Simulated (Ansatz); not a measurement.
The cluster K₆, relaxed as a singlet with RKS PBE0/def2-SVP in Ansatz, starting from the GFN2-xTB geometry. Force threshold 0.02 eV/Å.

The restricted singlet is unstable towards broken spin symmetry at other levels; at PBE0/def2-SVP this wasn't settled. Another isomer (singlet) lies 0.15 eV lower at PBE0/def2-TZVP; other spin states weren't run for this one.

Start:

```
atom   x (Å)   y (Å)   z (Å)
  K1   3.162   0.180   2.955
  K2   1.626  -2.593   1.429
  K3  -4.321  -1.512  -0.607
  K4   2.286   2.595  -3.505
  K5  -2.448   0.577   1.507
  K6  -0.306   0.753  -1.778
```

Task: Estimate the energy that the relaxation releases and the steps that it takes.

Result: 17.3 kcal/mol, in 15 steps; 76 s on 4 threads of Arm Neoverse V1 on a shared host. The force fell under the threshold at step 12, but the optimiser went on and released 0.016 eV more. No frequencies were taken in this run, so the end may be a saddle point.

Task: Does the start keep its bonding?

Result: Bonds formed: K1–K4, K1–K5, K1–K6, K2–K5 (atoms count from 1).

Task: Predict the relaxed structure.

Result: 
Cartesian coordinates in Å:
```
K 2.7538 0.8750 1.2704
K 0.8192 -2.9691 1.9474
K -4.1309 -1.6484 -0.8914
K 3.0401 2.7995 -2.6581
K -1.7938 0.2267 2.3824
K -0.6883 0.7162 -2.0507
```
Bond lengths (bridged metal pairs left out): 9 × K–K 4.15 to 4.79 Å.
